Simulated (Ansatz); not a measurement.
Harmonic frequencies (cm⁻¹) at PBE0-D4/def2-TZVP from Ansatz: 31, 124, 134, 260, 540, 564, 647, 674, 742, 903, 999, 1158, 1174, 1200, 1208, 1453, 1476, 3034, 3041, 3081, 3082.

(1) Which molecule is it?
A. `C=C(F)BO`
B. `FC1C=N[SiH2]1`
C. `C1OC[SiH2]1`
D. `[Br][Al]1[CH2]O[CH2]1`

Answers

(1) D.
